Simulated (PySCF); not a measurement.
Structure with atom numbers: `[CH2:1]=[CH:2][C@@H:3]1[C@H:4]2[CH2:5][CH2:6][CH2:7][CH2:8][C@@H:9]12`. Each H is labelled by its parent atom. Ha(C1) is cis to C3; Ha(C5), Ha(C6), Ha(C7), Ha(C8) are cis to C3 on the ring; Hb(C1) is trans to C3; Hb(C5), Hb(C6), Hb(C7), Hb(C8) are trans to C3 on the ring.

Theory: shielding tensors at PBE0/pcSseg-1 (GIAO), structure optimised with PBE0-D3(BJ)/def2-SVP, in PySCF 2.14.0 with density-fitted response routines (single conformer, gas phase, one averaged value for each set of equivalent atoms, no relativistic terms).

Referencing at the same level of theory: 13C and 1H against TMS.

| atoms | nucleus | count | δ (ppm) |
| --- | --- | --- | --- |
| Ha(C5)/Ha(C8) | 1H | 2 | ? |
| H(C2) | 1H | 1 | 6.70 |
| C1 | 13C | 1 | 112.3 |
| C4/C9 | 13C | 2 | ? |
| Hb(C1) | 1H | 1 | ? |
| Hb(C6)/Hb(C7) | 1H | 2 | 1.14 |
| C2 | 13C | 1 | 151.2 |
| H(C3) | 1H | 1 | ? |
| C6/C7 | 13C | 2 | 23.5 |
| Hb(C5)/Hb(C8) | 1H | 2 | 1.80 |
| C3 | 13C | 1 | ? |
| H(C4)/H(C9) | 1H | 2 | 0.92 |
| C5/C8 | 13C | 2 | 26.2 |
| Ha(C1) | 1H | 1 | 4.69 |
| Ha(C6)/Ha(C7) | 1H | 2 | 1.02 |

Problem. Complete the table.

Solution. 
- C4/C9: 29.5 ppm, three-membered-ring carbon; carbons of three-membered rings are unusually shielded
- C3: 26.7 ppm, three-membered-ring carbon; carbons of three-membered rings are unusually shielded
- Hb(C1): 4.94 ppm, hydrogen on a terminal =CH2 carbon; olefinic region
- Ha(C5)/Ha(C8): 1.61 ppm, hydrogen on an sp3 CH2 in a ring; far from electronegative atoms and π systems
- H(C3): 0.61 ppm, hydrogen on a three-membered-ring carbon; cyclopropane-type protons are shielded by the ring

Shifts are as computed. Against solution values, carbons near 30 ppm lie about +2 ppm off and those near 130 ppm about +5 ppm. Of 1211 compounds with measured shifts, 218 miss one by over three times the rms of a fit or turn the order of signals round; such compounds aren't used in these exercises.
